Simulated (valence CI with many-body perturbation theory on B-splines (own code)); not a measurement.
**E1 transitions of V⁷⁺**

Method: configuration interaction combined with many-body perturbation theory (CI+MBPT): six valence electrons over a frozen Dirac-Fock core [Ne], a basis of 9 s, 9 p, 8 d, 6 f, 3 g, 1 h functions for each j, with the one-electron correlation potential Σ1 (screened to all orders), the two-electron term Σ2, the three-electron term Σ3, Breit, model QED; selected single and double excitations, second order for the rest, scaled by the run's own slope (own B-spline code, finite nucleus).

Against 8 measured levels this calculation errs by 125 cm⁻¹ on average and by 342 at most. These come from a selection out of Sugar and Corliss, J. Phys. Chem. Ref. Data 7, 1191 (1978). Levels without a partner in it may be off by more. Among the levels kept, up to 830 cm⁻¹ of a level comes from second order outside the variational space, and about a tenth of that is noise between levels of different J, which matters for small intervals.

Lines 51 to 70 of 70 in falling wavelength, among levels below 48.282 eV, chosen from the strongest by gf and those to the six lowest levels. Wavelengths and rates use the calculated energies, so an error of 100 cm⁻¹ moves a line at 284.0 Å by 0.028 % and its rate by three times that or more. Electric multipoles are in the length gauge, E1 and E2 with the static RPA response of the core. Weak lines are less certain than strong ones. Lines between different terms over intervals too small for the method are left out, as are lines whose strength nearly cancels. The highest levels of a list are the least certain.

Letters in brackets count levels of one name in rising energy.

```
λ vac (Å)                 Upper         Lower   A (s⁻¹)  log gf  Branch %
    284.0  3s2.3p3.3d 3D°_2 [b]  3s2.3p4 1D_2  2.47e+07   -2.83       2.9
    282.8      3s2.3p3.3d 3P°_2  3s2.3p4 1D_2  3.29e+07   -2.71       1.2
    282.0      3s2.3p3.3d 1D°_2  3s2.3p4 3P_1  1.03e+07   -3.21       1.3
    280.6  3s2.3p3.3d 3D°_3 [b]  3s2.3p4 1D_2  2.08e+07   -2.77       6.4
    277.3      3s2.3p3.3d 1D°_2  3s2.3p4 3P_2  2.56e+07   -2.83       3.2
    271.6  3s2.3p3.3d 3D°_1 [b]  3s2.3p4 3P_0  5.55e+08   -1.74      64.8
    271.0      3s2.3p3.3d 3P°_1  3s2.3p4 3P_0  9.21e+07   -2.52       6.3
    270.9      3s2.3p3.3d 3P°_0  3s2.3p4 3P_1  5.27e+08   -2.24     100.0
    270.5  3s2.3p3.3d 3F°_2 [b]  3s2.3p4 3P_1  7.28e+06   -3.40      14.3
    270.4  3s2.3p3.3d 3D°_1 [b]  3s2.3p4 3P_1  8.59e+07   -2.55      10.0
    269.8      3s2.3p3.3d 3P°_1  3s2.3p4 3P_1  7.03e+07   -2.64       4.8
    267.9  3s2.3p3.3d 3D°_2 [b]  3s2.3p4 3P_1  7.63e+08   -1.39      89.1
    266.8  3s2.3p3.3d 3F°_3 [b]  3s2.3p4 3P_2  5.36e+07   -2.40      77.5
    266.8      3s2.3p3.3d 3P°_2  3s2.3p4 3P_1  5.18e+08   -1.56      18.6
    266.1  3s2.3p3.3d 3F°_2 [b]  3s2.3p4 3P_2  6.48e+05   -4.46       1.3
    266.1  3s2.3p3.3d 3D°_1 [b]  3s2.3p4 3P_2  7.68e+07   -2.61       9.0
    265.5      3s2.3p3.3d 3P°_1  3s2.3p4 3P_2  1.22e+09   -1.41      83.2
    263.6  3s2.3p3.3d 3D°_2 [b]  3s2.3p4 3P_2  6.90e+07   -2.44       8.1
    262.5      3s2.3p3.3d 3P°_2  3s2.3p4 3P_2  2.23e+09   -0.94      80.2
    260.7  3s2.3p3.3d 3D°_3 [b]  3s2.3p4 3P_2  3.06e+08   -1.66      93.6
```
